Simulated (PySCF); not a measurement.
Compound: C6H16B2N2.
SMILES with atom numbers: `[CH2:1]=[C:2]([CH3:3])[B-:4]1([C:5](=[CH2:6])[CH3:7])[NH2+:8][BH2-:9][NH2+:10]1` (hydrogens: H11, H12 on C1; H13, H14, H15 on C3; H16, H17 on C6; H18, H19, H20 on C7; H21, H22 on N8; H23, H24 on B9; H25, H26 on N10)

Cartesian coordinates in Å at the PBE0-D3(BJ)/def2-SVP level; atoms count from 1:
```
atom  x, y, z in Å
C1     0.6432    0.4777    2.2473
C2     0.7774   -0.0131    1.0072
C3     1.8993   -0.9580    0.6777
B4    -0.2660    0.2816   -0.1788
C5    -1.1828   -0.9979   -0.5023
C6    -1.0300   -1.7545   -1.5981
C7    -2.1960   -1.3667    0.5452
N8    -1.1300    1.6050    0.0536
B9    -0.4147    2.2172   -1.2346
N10    0.4439    0.8944   -1.4732
H11   -0.1781    1.1469    2.5305
H12    1.3394    0.2246    3.0559
H13    1.5011   -1.9027    0.2716
H14    2.5276   -1.1892    1.5511
H15    2.5613   -0.5479   -0.1059
H16   -1.6341   -2.6521   -1.7766
H17   -0.2834   -1.5331   -2.3703
H18   -1.7103   -1.4828    1.5282
H19   -2.9540   -0.5736    0.6748
H20   -2.7316   -2.2981    0.3067
H21   -2.1368    1.4923   -0.0243
H22   -0.9263    2.0956    0.9209
H23    0.2901    3.1678   -0.9481
H24   -1.2035    2.4130   -2.1412
H25    0.2338    0.4060   -2.3402
H26    1.4504    1.0155   -1.4071
```

Method used: PySCF, PBE0-D3(BJ)/def2-SVP geometry optimisation, gas phase.

Take the most abundant isotopes and a rigid rotor. The values belong to one conformer with, in the numbering `[CH2:1]=[C:2]([CH3:3])[B-:4]1([C:5](=[CH2:6])[CH3:7])[NH2+:8][BH2-:9][NH2+:10]1`, C1–C2–B4–C5 -106°, C2–B4–C5–C6 -107°.

(1) Give the principal moments of inertia and the rotational constants in cm⁻¹.

(2) Classify the top.

(3) Is it planar, by Δ = Ic − Ia − Ib?

(4) Where do the levels up to J = 5 lie, in K?

(5) Which lines would a microwave search look for?

Answers

(1) Ia = 383.78, Ib = 407.25, Ic = 504.69 u·Å²; 505379 MHz·u·Å²/I gives 1317, 1241 and 1001 MHz, that is A = 0.04393, B = 0.04139, C = 0.03340 cm⁻¹.

(2) An asymmetric top; Ray's κ = 0.519.

(3) Not planar: Δ = Ic − Ia − Ib = -286.33 u·Å². For a rigid frame Δ = −2 Σ m c², so Σ m c² = 143.17 u·Å² lies off the ab plane: 39.72 from hydrogen and 103.44 from heavier atoms. The atom farthest from that plane is 2.16 Å away.

(4) Above 0(0,0), as E/k:
J = 1: 1(0,1) 0.108, 1(1,1) 0.111, 1(1,0) 0.123
J = 2: 2(0,2) 0.314, 2(1,2) 0.315, 2(1,1) 0.349, 2(2,1) 0.360, 2(2,0) 0.369
J = 3: 3(0,3) 0.616, 3(1,3) 0.616, 3(1,2) 0.680, 3(2,2) 0.683, 3(2,1) 0.713, 3(3,1) 0.735, 3(3,0) 0.740
J = 4: 4(0,4) 1.014, 4(1,4) 1.014, 4(1,3) 1.105, 4(2,3) 1.106, 4(2,2) 1.165, 4(3,2) 1.175, 4(3,1) 1.198, 4(4,1) 1.234, 4(4,0) 1.237
J = 5: 5(0,5) 1.508, 5(1,5) 1.508, 5(1,4) 1.626, 5(2,4) 1.626, 5(2,3) 1.716, 5(3,3) 1.718, 5(3,2) 1.771, 5(4,2) 1.790, 5(4,1) 1.807, 5(5,1) 1.859, 5(5,0) 1.861
Those of J = 1 are B + C, A + C and A + B.

(5) The dipole components are |μa| = 0.00 D, |μb| = 0.46 D, |μc| = 0.00 D; the symmetry axis of this C2 structure is b, so μa and μc vanish by symmetry and there are no a-type or c-type lines. Some lines, for components of 0.1 D or more:

| type | branch | J(Ka,Kc) | MHz | lower level (cm⁻¹) |
| --- | --- | --- | --- | --- |
| b | Q | 2(2,0) ← 2(1,1) | 407 | 0.243 |
| b | Q | 4(3,1) ← 4(2,2) | 688 | 0.810 |
| b | Q | 2(1,1) ← 2(0,2) | 734 | 0.218 |
| b | Q | 4(4,0) ← 4(3,1) | 808 | 0.833 |
| b | Q | 5(5,0) ← 5(4,1) | 1118 | 1.256 |
| b | Q | 4(2,2) ← 4(1,3) | 1249 | 0.768 |
| b | Q | 3(1,2) ← 3(0,3) | 1325 | 0.428 |
| b | Q | 4(3,2) ← 4(2,3) | 1434 | 0.769 |
| b | Q | 5(5,1) ← 5(4,2) | 1440 | 1.244 |
| b | Q | 4(1,3) ← 4(0,4) | 1907 | 0.705 |
| b | Q | 5(2,4) ← 5(1,5) | 2466 | 1.048 |
| b | R | 2(0,2) ← 1(1,1) | 4230 | 0.077 |
| b | R | 2(2,0) ← 1(1,1) | 5371 | 0.077 |
| b | R | 3(1,3) ← 2(0,2) | 6292 | 0.218 |
| b | R | 3(1,2) ← 2(2,1) | 6654 | 0.250 |
| b | R | 3(3,1) ← 2(2,0) | 7617 | 0.256 |
| b | R | 4(0,4) ← 3(1,3) | 8285 | 0.428 |
| b | R | 4(1,4) ← 3(0,3) | 8287 | 0.428 |
| b | R | 5(1,5) ← 4(0,4) | 10289 | 0.705 |
| b | R | 4(4,1) ← 3(3,0) | 10295 | 0.514 |
| b | R | 4(4,0) ← 3(3,1) | 10472 | 0.511 |
| b | R | 5(2,3) ← 4(3,2) | 11268 | 0.817 |
| b | R | 5(3,3) ← 4(2,2) | 11519 | 0.810 |
| b | R | 5(4,1) ← 4(3,2) | 13177 | 0.817 |

Not checked by PBE0-D3(BJ)/def2-SVP frequencies. Zero-point vibration and centrifugal distortion are left out. A rigid rotor knows nothing of internal rotation, which can split or shift real lines. Quadrupole hyperfine structure (11B, 14N) is left out.
